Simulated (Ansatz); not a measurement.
C5H14N2, SMILES `CN(C)CN(C)C`. Charge 0, multiplicity 1. The geometry is a stationary point of PBE0-D4/def2-TZVP. It is one conformer, not always the lowest.

```xyz
21

C     0.819    1.348    1.311
N     0.050    1.202    0.098
C     0.261    2.304   -0.807
C     0.285   -0.068   -0.540
N    -0.232   -1.158    0.248
C    -1.675   -1.143    0.313
C     0.270   -2.432   -0.202
H     0.639    0.491    1.959
H     0.516    2.257    1.835
H     1.906    1.412    1.114
H     1.309    2.386   -1.153
H     0.003    3.242   -0.310
H    -0.379    2.197   -1.686
H     1.364   -0.255   -0.697
H    -0.185   -0.029   -1.541
H    -2.142   -1.355   -0.666
H    -2.022   -1.895    1.025
H    -2.010   -0.161    0.646
H    -0.055   -2.687   -1.228
H     1.362   -2.433   -0.183
H    -0.083   -3.222    0.463
```

(1) What is the dipole moment at PBE/def2-TZVPP? (Estimate.)

(2) And with r2SCAN, B3LYP, ωB97M-V? (Best estimate.)

(3) Give the Mulliken charges with PBE, B3LYP, ωB97M-V in def2-TZVPP. (Estimate.)

## Answers

(1) Computed: 0.46 D, with components (0.22, -0.05, -0.41) D in this frame, pointing from negative to positive charge.

(2) Computed: r2SCAN 0.50 D, B3LYP 0.56 D, ωB97M-V 0.62 D.

(3) The calculation gave: 
```
atom    PBE  B3LYP  ωB97M-V
  C1  -0.17  -0.18    -0.24
  N2  -0.14  -0.20    -0.22
  C3  -0.19  -0.18    -0.25
  C4   0.02   0.05    -0.06
  N5  -0.14  -0.20    -0.22
  C6  -0.17  -0.18    -0.24
  C7  -0.19  -0.18    -0.25
  H8   0.09   0.10     0.12
  H9   0.08   0.09     0.11
 H10   0.05   0.06     0.09
 H11   0.06   0.06     0.09
 H12   0.08   0.09     0.11
 H13   0.08   0.09     0.11
 H14   0.04   0.05     0.10
 H15   0.04   0.05     0.10
 H16   0.05   0.06     0.09
 H17   0.08   0.09     0.11
 H18   0.09   0.10     0.12
 H19   0.06   0.06     0.09
 H20   0.08   0.09     0.11
 H21   0.08   0.09     0.11
```

B3LYP here is the variant with VWN-RPA as its local correlation; programs differ in this.
